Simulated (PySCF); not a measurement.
Geometry:
```json
{"atom": "C1", "x (Å)": "-3.379", "y (Å)": "-0.221", "z (Å)": "-0.463"}
{"atom": "C2", "x (Å)": "-2.155", "y (Å)": "-0.125", "z (Å)": "0.303"}
{"atom": "C3", "x (Å)": "-1.151", "y (Å)": "-0.046", "z (Å)": "0.952"}
{"atom": "C4", "x (Å)": "0.086", "y (Å)": "0.058", "z (Å)": "1.712"}
{"atom": "C5", "x (Å)": "1.234", "y (Å)": "0.094", "z (Å)": "0.819"}
{"atom": "C6", "x (Å)": "2.161", "y (Å)": "0.128", "z (Å)": "0.061"}
{"atom": "C7", "x (Å)": "3.293", "y (Å)": "0.165", "z (Å)": "-0.841"}
{"atom": "H8", "x (Å)": "-3.702", "y (Å)": "-1.260", "z (Å)": "-0.525"}
{"atom": "H9", "x (Å)": "-3.218", "y (Å)": "0.158", "z (Å)": "-1.472"}
{"atom": "H10", "x (Å)": "-4.165", "y (Å)": "0.365", "z (Å)": "0.012"}
{"atom": "H11", "x (Å)": "0.066", "y (Å)": "0.972", "z (Å)": "2.316"}
{"atom": "H12", "x (Å)": "0.176", "y (Å)": "-0.803", "z (Å)": "2.385"}
{"atom": "H13", "x (Å)": "3.838", "y (Å)": "-0.777", "z (Å)": "-0.795"}
{"atom": "H14", "x (Å)": "2.948", "y (Å)": "0.324", "z (Å)": "-1.863"}
{"atom": "H15", "x (Å)": "3.965", "y (Å)": "0.977", "z (Å)": "-0.565"}
```

Theory: σ from GIAO-PBE0/pcSseg-1, structure optimised with GFN2-xTB, in PySCF (one conformer, rapidly exchanging positions averaged, non-relativistic Hamiltonian, gas phase).

Chemical shifts δ = σref − σ; ¹³C (σ = 186.93 ppm), ¹H (σ = 31.72 ppm) against TMS, all at this level.

```csv
atoms,nucleus,count,δ (ppm)
H8/H9/H10/H13/H14/H15,¹H,6,1.97
C2/C6,¹³C,2,?
C3/C5,¹³C,2,?
H11/H12,¹H,2,3.18
C1/C7,¹³C,2,4.8
C4,¹³C,1,12.1
```

Complete the table.

Results:


- C2/C6: 82.5 ppm, alkyne carbon; sp carbons lie upfield of alkene carbons because the cylindrical π system leaves one tensor component strongly shielded
- C3/C5: 80.6 ppm, alkyne carbon; sp carbons lie upfield of alkene carbons because the cylindrical π system leaves one tensor component strongly shielded

Shifts are as computed. Against solution values, carbons near 30 ppm lie about +3 ppm off and those near 130 ppm about +5 ppm (rms about the fit 2.1 ppm; single classes can miss by 10 ppm). Of 1328 compounds with measured shifts, 309 miss one by over three times the rms of a fit or turn the order of signals round; such compounds aren't used in these exercises. Signals without a measured value on file couldn't be tested in this way; 1H shifts scatter by 0.2 ppm about their fit, and single ones miss by 0.5 ppm.
